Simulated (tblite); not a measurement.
Species: C5H12BNSi.
Numbering: `[BH2:1][N:2]1[CH2:3][CH2:4]/[C:5](=[CH:6]/[CH3:7])[SiH2:8]1` (hydrogens: H9, H10 on B1; H11, H12 on C3; H13, H14 on C4; H15 on C6; H16, H17, H18 on C7; H19, H20 on Si8)

Computed with GFN2-xTB (tblite), gas phase: L-BFGS steps from a force-field or distance-geometry start until the largest atomic force falls under 0.01 eV/Å.

Step 32: E = -618.7750 eV
```
atom  x, y, z in Å  |  force x, y, z in eV/Å
B1     -2.4399    1.6238    0.1292   -0.071  -0.056  -0.077
N2     -1.5606    0.7186   -0.4425    0.054  -0.070  -0.058
C3     -1.7959   -0.7199   -0.4241   -0.106   0.044  -0.025
C4     -0.6192   -1.4069    0.2755    0.026   0.049  -0.018
C5      0.6139   -0.5772    0.0030    0.092   0.006   0.018
C6      1.7599   -0.7928    0.6390    0.075  -0.003  -0.040
C7      2.9852    0.0626    0.5237   -0.011  -0.097   0.002
Si8     0.0828    0.9100   -1.0298    0.031  -0.014   0.089
H9     -2.2252    2.7638    0.0460    0.151   0.192  -0.014
H10    -3.3998    1.2431    0.6813   -0.105  -0.077  -0.008
H11    -2.7430   -0.9281    0.0677   -0.076  -0.058   0.128
H12    -1.8845   -1.0758   -1.4588    0.090  -0.007   0.008
H13    -0.4936   -2.4368   -0.0694   -0.037   0.056   0.004
H14    -0.7983   -1.4286    1.3533   -0.020  -0.051  -0.004
H15     1.8362   -1.6360    1.3241    0.039   0.109  -0.050
H16     3.0860    0.4914   -0.4745   -0.087  -0.033   0.137
H17     3.8754   -0.5258    0.7487   -0.043   0.098  -0.021
H18     2.9219    0.8822    1.2475    0.070  -0.127  -0.120
H19     0.0642    0.6804   -2.4854    0.066   0.020   0.052
H20     0.7293    2.1631   -0.6573   -0.138   0.019  -0.004
```

Step 33: E = -618.7832 eV
```
atom  x, y, z in Å  |  force x, y, z in eV/Å
B1     -2.4660    1.6286    0.1010    0.010  -0.106  -0.069
N2     -1.5651    0.7159   -0.4326   -0.062   0.091  -0.004
C3     -1.7972   -0.7213   -0.4072   -0.102   0.059  -0.040
C4     -0.6105   -1.4047    0.2756   -0.023   0.039  -0.005
C5      0.6196   -0.5723    0.0068    0.104   0.021   0.038
C6      1.7696   -0.7993    0.6322    0.071   0.019  -0.031
C7      2.9964    0.0526    0.5255    0.021  -0.065  -0.032
Si8     0.0789    0.9205   -1.0133    0.050  -0.012   0.055
H9     -2.2506    2.7690   -0.0021    0.128   0.142  -0.010
H10    -3.4341    1.2570    0.6511   -0.043  -0.069  -0.059
H11    -2.7347   -0.9343    0.0991   -0.105  -0.038   0.158
H12    -1.9077   -1.0750   -1.4382    0.115  -0.046  -0.064
H13    -0.4832   -2.4298   -0.0739   -0.026  -0.029  -0.035
H14    -0.7928   -1.4355    1.3505    0.021  -0.050   0.083
H15     1.8586   -1.6518    1.3048   -0.027   0.108  -0.063
H16     3.1017    0.4971   -0.4642   -0.108  -0.029   0.086
H17     3.8802   -0.5477    0.7363    0.015   0.087   0.001
H18     2.9471    0.8640    1.2591    0.042  -0.135  -0.090
H19     0.0612    0.7016   -2.4723    0.073   0.017   0.075
H20     0.7234    2.1763   -0.6411   -0.154  -0.005   0.005
```

Step 34: E = -618.7897 eV
```
atom  x, y, z in Å  |  force x, y, z in eV/Å
B1     -2.4764    1.6255    0.0824   -0.194   0.148   0.081
N2     -1.5761    0.7139   -0.4345    0.117  -0.110  -0.070
C3     -1.8031   -0.7237   -0.4003   -0.062   0.068   0.000
C4     -0.6080   -1.3984    0.2767   -0.053  -0.001   0.009
C5      0.6203   -0.5625    0.0180    0.082   0.011   0.048
C6      1.7754   -0.8002    0.6296    0.020   0.023  -0.028
C7      3.0013    0.0475    0.5245    0.063  -0.043  -0.037
Si8     0.0745    0.9281   -0.9983    0.022   0.003   0.033
H9     -2.2396    2.7635   -0.0245    0.074   0.122   0.002
H10    -3.4571    1.2727    0.6313    0.044  -0.064  -0.117
H11    -2.7327   -0.9456    0.1183   -0.096   0.011   0.138
H12    -1.9218   -1.0808   -1.4261    0.107  -0.076  -0.151
H13    -0.4724   -2.4182   -0.0791   -0.023  -0.100  -0.060
H14    -0.8003   -1.4423    1.3478    0.063  -0.036   0.147
H15     1.8779   -1.6596    1.2892   -0.085   0.065  -0.039
H16     3.1079    0.4996   -0.4578   -0.113   0.010  -0.039
H17     3.8792   -0.5600    0.7249    0.108   0.042   0.022
H18     2.9665    0.8542    1.2601    0.008  -0.088  -0.012
H19     0.0713    0.7075   -2.4562    0.068   0.014   0.052
H20     0.7079    2.1897   -0.6290   -0.151   0.001   0.018
```

Question: Estimate the geometry and energy of step 35. (The exact step hangs on the optimiser's Hessian estimate; all steps are aligned on step 34, rigid shifts and turns removed.)

Answer: E = -618.7947 eV, largest force 0.175 eV/Å
```
atom  x, y, z in Å  |  force x, y, z in eV/Å
B1     -2.4983    1.6311    0.0615    0.067   0.065   0.007
N2     -1.5787    0.7123   -0.4290   -0.113   0.130   0.030
C3     -1.8068   -0.7235   -0.3886   -0.021   0.008  -0.001
C4     -0.6026   -1.3967    0.2780   -0.070  -0.026   0.037
C5      0.6252   -0.5572    0.0211    0.003  -0.004   0.034
C6      1.7830   -0.8028    0.6232   -0.003   0.012  -0.016
C7      3.0109    0.0390    0.5250    0.066   0.009  -0.058
Si8     0.0728    0.9350   -0.9874   -0.010  -0.006   0.003
H9     -2.2550    2.7727   -0.0563    0.016  -0.022   0.015
H10    -3.4798    1.2780    0.6107    0.068  -0.039  -0.150
H11    -2.7315   -0.9486    0.1427   -0.027   0.041   0.079
H12    -1.9321   -1.0834   -1.4144    0.087  -0.067  -0.099
H13    -0.4644   -2.4146   -0.0844   -0.030  -0.076  -0.051
H14    -0.7930   -1.4488    1.3503    0.088  -0.034   0.115
H15     1.8874   -1.6675    1.2723   -0.096   0.010   0.002
H16     3.1154    0.5040   -0.4500   -0.093   0.012  -0.093
H17     3.8855   -0.5729    0.7186    0.147   0.012   0.012
H18     2.9833    0.8383    1.2666   -0.007  -0.054   0.042
H19     0.0695    0.7203   -2.4473    0.077   0.016   0.066
H20     0.7041    2.1960   -0.6155   -0.149   0.014   0.025
```

The energy changes by -0.0050 eV. The first-order estimate −F·Δx gives -0.0084 eV and the mean of the old and new forces, exact on a quadratic surface, -0.0050 eV. The step makes an angle of 80° with the force vector and moves no atom by more than 0.037 Å.

The cost below is that of the whole relaxation. The run took 1.9 s of wall time on Arm Neoverse N1, one thread, shared host with 64 logical CPUs at a one-minute load of 52.
